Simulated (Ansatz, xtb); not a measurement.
C4H6BBrSi: which of two isomers lies lower

We compare X, `BC1=C[SiH](Br)C=C1`, a singlet, with Y, `BC1=CC=C[SiH]1Br`, a singlet. Both are isolated molecules in the gas phase, relaxed with r2SCAN-D4/def2-SVP; the shapes shown needn't be the lowest conformers.

X (Å):

```yaml
atoms:
  - { symbol: C, position_ang: [-0.5648, -0.6014, 0.5054] }
  - { symbol: C, position_ang: [0.6501, 0.0225, 0.6208] }
  - { symbol: C, position_ang: [-0.2973, -1.1241, 2.8878] }
  - { symbol: C, position_ang: [-1.0584, -1.2303, 1.7738] }
  - { symbol: B, position_ang: [-1.3366, -0.6464, -0.8388] }
  - { symbol: Br, position_ang: [1.5110, 1.7606, 3.4366] }
  - { symbol: Si, position_ang: [1.2413, -0.1979, 2.3934] }
  - { symbol: H, position_ang: [-2.3877, -1.2372, -0.9331] }
  - { symbol: H, position_ang: [-0.8743, -0.0847, -1.8028] }
  - { symbol: H, position_ang: [1.1180, 0.5279, -0.2292] }
  - { symbol: H, position_ang: [2.5212, -0.9498, 2.5251] }
  - { symbol: H, position_ang: [-0.5918, -1.5518, 3.8492] }
  - { symbol: H, position_ang: [-2.0236, -1.7529, 1.7565] }
```

Y (Å):

```tsv
atom	x (Å)	y (Å)	z (Å)
C	-0.6433	-0.9256	1.7583
C	0.6405	-0.6020	2.1256
C	1.5291	0.0298	1.1330
C	0.9997	0.2463	-0.0987
B	-1.6412	-1.5792	2.7229
Br	-2.2797	1.1492	-0.4622
Si	-0.7524	-0.4278	-0.0463
H	-1.3033	-1.7851	3.8687
H	-2.7541	-1.8948	2.3708
H	1.0188	-0.8008	3.1384
H	2.5541	0.3030	1.4122
H	1.5668	0.7175	-0.9060
H	-0.9941	-1.5444	-1.0029
```

Quicker runs give these differences E(Y) − E(X): GFN2-xTB −15.3 kJ/mol; HF/STO-3G −10.8 kJ/mol (at GFN2-xTB geometries); r2SCAN-D4/def2-SVP//GFN2-xTB −21.5 kJ/mol.

Q: Estimate E(Y) − E(X) at the level CCSD(T)/def2-SVP + ΔMP2/def2-TZVPP.

A: Calculated at CCSD(T)/def2-SVP + ΔMP2/def2-TZVPP: E(Y) − E(X) = −15.5 kJ/mol, so structure Y lies lower.

The same difference at several levels:

```csv
level,geometry,E(Y) − E(X) (kJ/mol),departure from the last row (kJ/mol),"job, with rough time for the two"
GFN2-xTB,GFN2-xTB,−15.3,+0.1,"optimisation, 0.16 s"
HF/STO-3G,GFN2-xTB,−10.8,+4.6,"single point, 0.84 s"
r2SCAN-D4/def2-SVP//GFN2-xTB,GFN2-xTB,−21.5,−6.1,"single point, 9 s"
r2SCAN-D4/def2-SVP,r2SCAN-D4/def2-SVP,−21.3,−5.9,"optimisation, 2.4 min"
HF/def2-SVP,r2SCAN-D4/def2-SVP,−16.4,−0.9,part of the CCSD(T) run
MP2/def2-SVP,r2SCAN-D4/def2-SVP,−18.4,−2.9,part of the CCSD(T) run
CCSD(T)/def2-SVP,r2SCAN-D4/def2-SVP,−15.9,−0.4,single point
CCSD(T)/def2-SVP + ΔMP2/def2-TZVPP,r2SCAN-D4/def2-SVP,−15.5,,"single point, 3.4 min"
```

As drawn, both hold the same kinds of bond in the same numbers.

None of the levels shown reverses the order. The largest departure from CCSD(T)/def2-SVP + ΔMP2/def2-TZVPP is that of r2SCAN-D4/def2-SVP//GFN2-xTB, 6.1 kJ/mol. The last row adds to CCSD(T) the change of the MP2 difference between the two basis sets, here +0.4 kJ/mol.

With thermal terms from frequencies at re-optimised GFN2-xTB minima (ideal gas, soft modes damped towards free rotors, one conformer each, 298.15 K, 1 atm): on the last row, ΔE + ΔZPE = −15.4, ΔH = −15.2, ΔG = −15.8 kJ/mol.

The correlated steps freeze 19 core orbitals; the filled d shell of Br is correlated, in a basis made for valence electrons. Codes used: Ansatz 0.2.0, xtb 6.7.1; the last row on 2 threads of Arm Neoverse V2 on a shared host.
